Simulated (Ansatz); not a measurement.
Total energies of H$_{4}$S$_{4}$Ti (`[SH][Ti]([SH])([SH])[SH]`).

```xyz
9

S    -0.554    1.032    1.751
Ti    0.086   -0.315    0.032
S     2.143   -1.127    0.531
S     0.047    0.857   -1.919
S    -1.266   -2.115   -0.231
H    -1.572    1.500    0.998
H     2.737   -0.224   -0.274
H     0.656    1.893   -1.303
H    -2.276   -1.500    0.415
```

Total charge 0; spin multiplicity 1. Correlated methods include outer-core shells of Ti, which these sets cover unevenly. Scalar relativity is left out up to krypton. All single points use the PBE0-D4/def2-TZVP geometry. It is one conformer, not always the lowest. Basis def2-TZVPP, Ansatz.

RPA on PBE orbitals: Hartree–Fock energy of these orbitals -2440.92098 Eh, correlation -1.92219 Eh (frozen core).

```
 functional  energy without D4 (Eh)  D4 term (kJ/mol)
LDA (SPW92)             -2437.34831                 –
        PBE             -2443.97056             -35.9
     revPBE             -2444.48638             -80.0
     B97M-V             -2444.25338                 –
       PBE0             -2444.09645             -31.6
      B3LYP             -2444.94695             -58.7
    r2SCANh             -2444.71077              -9.6
    r2SCAN0             -2444.67141             -10.8
      BHLYP             -2444.78861             -54.2
  CAM-B3LYP             -2444.91365             -33.5
    LC-ωPBE             -2444.19430                 –
    ωB97M-V             -2444.69280                 –
     B2PLYP             -2444.19476                 –
   PBE-QIDH             -2443.64373                 –
```

Problem. Give the same for BLYP, r2SCAN, HSE06 (plane-wave form), ωB97X-V. (An estimate is asked.)

Solution. The calculation gave: 
```json
{"functional": "BLYP", "energy without D4 (Eh)": "-2444.89104", "D4 term (kJ/mol)": "-73.9"}
{"functional": "r2SCAN", "energy without D4 (Eh)": "-2444.73895", "D4 term (kJ/mol)": "-8.7"}
{"functional": "HSE06 (plane-wave form)", "energy without D4 (Eh)": "-2444.05899", "D4 term (kJ/mol)": "-30.2"}
{"functional": "ωB97X-V", "energy without D4 (Eh)": "-2444.47596", "D4 term (kJ/mol)": "–"}
```

B3LYP takes the VWN-RPA correlation (the form of Gaussian; ORCA's B3LYP/G). HSE06 is the plane-wave form, built on full-range PBE exchange. The double hybrids freeze the cores in their second-order part.

LC-ωPBE has ω = 0.4 bohr⁻¹.
